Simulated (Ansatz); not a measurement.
A nudged elastic band was laid between two geometries of CH₈BNO (12 atoms, charge 0, multiplicity 1).

All numbers below come from Ansatz 0.2.0, RKS PBE0/6-31G*.

- movable images: 5
- climbing image: yes
- spring: 5.0 eV/Å²
- optimiser: quadratic models (default)
- start path: through a guess of the saddle point
- force threshold: 0.05 eV/Å
- iteration limit: 60
- end points: relaxed

Initial state:

```xyz
12
Properties=species:S:1:pos:R:3
B -0.015 0.232 -0.015
H 0.517 -0.499 0.812
H 0.737 0.623 -0.895
O -1.307 -0.165 -0.496
H -1.632 -0.910 0.019
N -0.293 1.652 0.850
H -0.814 2.260 0.218
C 0.923 2.316 1.339
H 1.455 1.617 1.989
H 1.559 2.534 0.479
H 0.702 3.238 1.885
H -0.926 1.439 1.620
```

Final state:

```xyz
12
Properties=species:S:1:pos:R:3
B -0.140 0.523 -0.429
H -0.612 0.338 3.511
H 0.901 -0.035 -0.669
O -1.343 0.049 -0.895
H -1.220 -0.755 -1.408
N -0.135 1.687 0.352
H -1.019 2.146 0.533
C 1.023 2.349 0.900
H 1.917 1.776 0.639
H 1.145 3.365 0.500
H 0.977 2.419 1.995
H -0.587 0.475 2.778
```

Q: Which bonds break or form, and what moves?

A: Bonds broken: B1–H2, N6–H12. Bonds formed: H2–H12. CH8BNO becomes CH6BNO + H2.

Q: Give the energies along the band, and the barrier.

A: The forces met the threshold. The highest image is number 4 of 0 to 6, 160.9 kJ/mol above the first end and 192.7 kJ/mol above the last; the last end lies 31.7 kJ/mol below the first. Neighbouring images differ by up to 1.9 eV, so the band resolves the path poorly. A vibrational analysis at the climbing image gives one clearly imaginary mode, 1492i cm⁻¹: a first-order saddle point. The orbitals stay closed-shell, which can raise the energy where a bond breaks towards radicals; this wasn't checked here.

```
image  path coordinate (Å)  energy (kJ/mol)  B1–H2 (Å)  N6–H12 (Å)  H2–H12 (Å)
    0                 0.00              0.0       1.23        1.02        2.55
    1                 1.06              3.5       1.22        1.02        2.42
    2                 2.12              7.1       1.22        1.02        2.36
    3                 3.18             11.9       1.23        1.02        2.17
    4                 4.24            160.9       1.46        1.35        1.01
    5                 6.08            -26.5       3.08        2.65        0.74
    6                 7.92            -31.7       3.97        2.75        0.75
```

Q: What is the geometry of the highest image?

A: 
```xyz
12
Properties=species:S:1:pos:R:3
B -0.242 0.302 0.300
H -0.526 -0.442 1.518
H 0.844 -0.147 0.021
O -1.334 0.214 -0.562
H -1.285 -0.588 -1.094
N -0.172 1.666 1.050
H -1.041 2.182 0.959
C 1.016 2.495 0.975
H 1.890 1.892 1.236
H 1.177 2.902 -0.033
H 0.958 3.328 1.684
H -0.380 0.533 1.750
```

Run time: 9.5 min on 1 thread of Arm Neoverse V1, with other jobs on the host, peak memory 0.15 GiB.
